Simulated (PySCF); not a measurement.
Input of an EPR job (settings, then geometry in Å):

```
{"job": {"kind": "epr", "basis": "pcH-1"}, "charge": 0, "multiplicity": 2}
C     -2.447339     0.629425    -1.120985
C     -2.242804    -0.771993    -0.691075
C     -1.466522    -1.111047     0.503758
Si     0.394179    -1.005404     0.037331
C      1.698862    -0.471337     1.289801
C      1.314705     0.626842     0.276670
C      2.398503     1.091438    -0.664527
H     -1.974456     0.827897    -2.088435
H     -2.034856     1.320855    -0.390196
H     -3.511546     0.851701    -1.245240
H     -2.541191    -1.559984    -1.361323
H     -1.654519    -0.408166     1.315669
H     -1.696033    -2.115877     0.852925
H      0.788709    -1.861617    -1.070754
H      1.446307    -0.280037     2.323612
H      2.708095    -0.846693     1.196900
H      0.786448     1.464961     0.722134
H      1.977397     1.665066    -1.488482
H      2.934087     0.240074    -1.077889
H      3.116826     1.724573    -0.142324
```

Level of theory: UKS B3LYP, pcH-1 on C H Si, non-relativistic, mean-field spin-orbit, GIAO (PySCF 2.14.0). Isolated species at its GFN2-xTB geometry (one conformer only). GFN2-xTB frequencies show an imaginary mode (51i cm⁻¹), so this geometry is no minimum at that level. Couplings are sensitive to structure, and on GFN2-xTB geometries they can be far from those on DFT ones.

Output of the driver script. Atoms in this output count from 0.

```
UKS, coarse grid
  cycle   1  E = -525.80697452  |g| = 4.35e-01
  cycle   2  E = -525.71852078  |g| = 5.90e-01
  cycle   3  E = -525.90508004  |g| = 7.32e-02
  cycle   4  E = -525.90736610  |g| = 3.95e-02
  cycle   5  E = -525.90819827  |g| = 6.34e-03
  cycle   6  E = -525.90822277  |g| = 2.83e-03
  cycle   7  E = -525.90822724  |g| = 1.14e-03
  cycle   8  E = -525.90822827  |g| = 3.66e-04
UKS, final grid
  cycle   1  E = -525.90818872  |g| = 4.30e-04
  cycle   2  E = -525.90818864  |g| = 6.06e-04
  cycle   3  E = -525.90818882  |g| = 3.77e-05
  cycle   4  E = -525.90818882  |g| = 1.58e-05
E = -525.90818882 Eh   <S^2> = 0.7542 (exact 0.7500)
g shifts (ppm)      1          2          3
  rmc          -149       -149       -149
  gc             -1         32         29
  oz_so          12        377       1095
  total        -139        259        975
hyperfine (MHz)  atom isotope    a_iso     a_fc   dipolar eigenvalues
    0   13C     -31.75     -31.76     -2.38      0.32      2.06
    1   13C      91.15      91.26    -77.88    -76.94    154.81
    2   13C     -31.15     -31.16     -3.34      0.80      2.54
    3  29Si    -181.05    -181.17    -19.40      7.83     11.57
    4   13C      17.29      17.30     -3.69     -3.46      7.16
    5   13C      -2.36      -2.36     -0.44     -0.02      0.47
    6   13C      -0.27      -0.27     -0.18     -0.09      0.27
    7    1H     106.12     106.12     -4.84     -3.29      8.13
    8    1H       2.65       2.65     -4.38     -3.58      7.96
    9    1H     102.00     102.00     -5.15     -3.97      9.12
   10    1H     -60.06     -60.08    -37.06      0.19     36.87
   11    1H      57.34      57.34     -4.34     -3.76      8.10
   12    1H      33.29      33.29     -4.32     -3.95      8.27
   13    1H      -0.76      -0.76     -2.80     -1.49      4.29
   14    1H      -2.54      -2.54     -1.96     -0.47      2.43
   15    1H       2.29       2.29     -2.11     -0.43      2.54
   16    1H       3.75       3.75     -1.32     -0.74      2.07
   17    1H       0.17       0.17     -0.70     -0.51      1.21
   18    1H      -0.02      -0.02     -0.68     -0.40      1.08
   19    1H      -0.22      -0.22     -0.49     -0.30      0.79
```

|g| in the SCF lines is the orbital gradient. In the g block, columns 1 to 3 are the principal axes in rising order; rmc is the relativistic mass correction, gc the gauge correction and oz_so the orbital-Zeeman/spin–orbit term. a_fc is the Fermi-contact part of a_iso, the rest being spin–orbit.

**Question.** Is the state sound, as far as the log shows?

**Answer.** The SCF converged after 12 cycles in all, 8 of them on the coarse grid; no stability test was run. ⟨S²⟩ = 0.7542 against the exact 0.7500, so spin contamination is small.

**Question.** What are the principal g values and g_iso?

**Answer.** Adding the total shifts to 2.002319 gives 2.00218, 2.00258, 2.00329; their mean shift is 365 ppm, so g_iso = 2.00268.

**Question.** Which couplings shape the isotropic spectrum at natural abundance (0.05 mT or more)? Keep the log's numbering.

**Answer.** atoms 7, 8, 9 (1H, I = 1/2): mean 70.3 MHz = 2.51 mT in magnitude, a 1:3:3:1 quartet; atom 10 (1H, I = 1/2): -60.1 MHz = 2.14 mT in magnitude, a 1:1 doublet; atom 11 (1H, I = 1/2): 57.3 MHz = 2.05 mT in magnitude, a 1:1 doublet; atom 12 (1H, I = 1/2): 33.3 MHz = 1.19 mT in magnitude, a 1:1 doublet; atom 16 (1H, I = 1/2): 3.8 MHz = 0.13 mT in magnitude, a 1:1 doublet; atom 14 (1H, I = 1/2): -2.5 MHz = 0.09 mT in magnitude, a 1:1 doublet; atom 15 (1H, I = 1/2): 2.3 MHz = 0.08 mT in magnitude, a 1:1 doublet. Together 256 lines to first order. Means are taken over nuclei equivalent by connectivity, which assumes that they swap fast. The three 1H nuclei of mean +70.3 MHz run from 2.6 to 106.1 MHz in the frozen geometry.

**Question.** How large is the spin–orbit part of a_iso for atom 1 (13C)?

**Answer.** a_iso − a_fc = 91.15 − (91.26) = -0.11 MHz.

The species is `C[CH]C[Si@@H]1C[C@H]1C` [radical]. The run used 315 basis functions and 10 iterations of the response equations.

Conformer computed: `[CH3:1][CH:2][CH2:3][Si@@H:4]1[CH2:5][C@H:6]1[CH3:7]`: C1–C2–C3–Si4 -79°, C2–C3–Si4–C5 147°.
Labels such as C1 count atoms from 1, the log's own numbers from 0.
